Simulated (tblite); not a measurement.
C₆H₈N (doublet state).
Atom-mapped SMILES: `[H]/[N:7]=[CH:6]/[C@@H:4]([C:3]#[C:2][CH2:1])[CH3:5]` (hydrogens: H8, H9 on C1; H10 on C4; H11, H12, H13 on C5; H14 on C6; H15 on N7)

Geometry (GFN2-xTB, Å), atoms numbered from 1 in this order:
```xyz
15
C6H8N angstrom
C      3.1026   -0.8394    0.5217
C      1.8485   -0.5025    0.1573
C      0.7201   -0.2147   -0.2199
C     -0.6341    0.1934   -0.5253
C     -1.6058   -0.9907   -0.5039
C     -0.9851    1.2058    0.5357
N     -1.1004    2.4159    0.2331
H      3.9453   -0.2635    0.1843
H      3.2813   -1.6840    1.1628
H     -0.6583    0.6947   -1.4988
H     -1.5986   -1.4728    0.4719
H     -2.6150   -0.6464   -0.7190
H     -1.3172   -1.7238   -1.2534
H     -1.0825    0.7844    1.5460
H     -1.3054    3.0516    1.0006
```

Calculated harmonic vibrations of the isolated species, GFN2-xTB (tblite), most abundant isotopes, no scaling. Errors from tens to a few hundred cm⁻¹ against measured bands are possible. One conformer, not necessarily the lowest. Open shells enter through the occupations alone, without spin polarisation, and single modes of such species can be off by tens of per cent.

Harmonic wavenumbers (cm⁻¹): 53.1, 97.2, 118.5, 134.6, 197.2, 263.5, 286.3, 322.4, 390.2, 400.0, 513.2, 662.5, 736.7, 817.8, 908.2, 956.6, 1002.9, 1032.5, 1063.5, 1091.8, 1192.1, 1230.5, 1257.2, 1323.3, 1355.3, 1401.7, 1421.7, 1491.1, 1494.3, 1726.7, 2190.6, 2833.0, 2933.9, 3031.8, 3036.5, 3042.9, 3103.7, 3128.8, 3337.1.

A = 4282, B = 1560, C = 1214 MHz; mass 94.066 u (most abundant isotopes); point group C1, symmetry number 1; spin multiplicity 2.

What is the zero-point energy?

½Σν̃ = 25790 cm⁻¹ = 73.74 kcal/mol.

Entropy at 273.15 K, 1 bar (ideal gas, RRHO, classical rotation)?

Translation 39.13, rotation 27.81, vibration 22.91, spin (R ln 2) 1.38: S = 91.2 cal/(mol K).

And Cp and H(273.15 K) − H(0)?

Cp = 30.81 cal/(mol K), of which vibrations give 22.86 (their classical limit is 39 R = 77.5); H(273.15 K) − H(0) = 5.50 kcal/mol without the zero-point energy, 3.33 from vibrations.

What must be added to the electronic energy to get the Gibbs energy at 273.15 K and 1 bar?

ZPE + [H(273.15 K) − H(0)] − T·S = 73.74 + 5.50 − 24.92 = 54.32 kcal/mol.

Blend soft modes into free rotors: weight 1/[1 + (100 cm⁻¹/ν̃)⁴] for the oscillator and the rest for a rotor with moment μB/(μ + B), μ = h/(8π²ν), B = 10⁻⁴⁴ kg m². What vibrational entropy results?

21.43 cal/(mol K) in place of 22.91, which changes −T·S at 273.15 K by +0.40 kcal/mol.

Hindered rotation and anharmonicity are outside this model. Other conformers, if any are populated, would add a mixing term that is left out. The structure is chiral; the term R ln 2 for an equal mix with its mirror image is left out.

Time: 0.47 s. Hardware: one thread of an Arm Neoverse V2, shared host. The figure is for the frequency step alone.
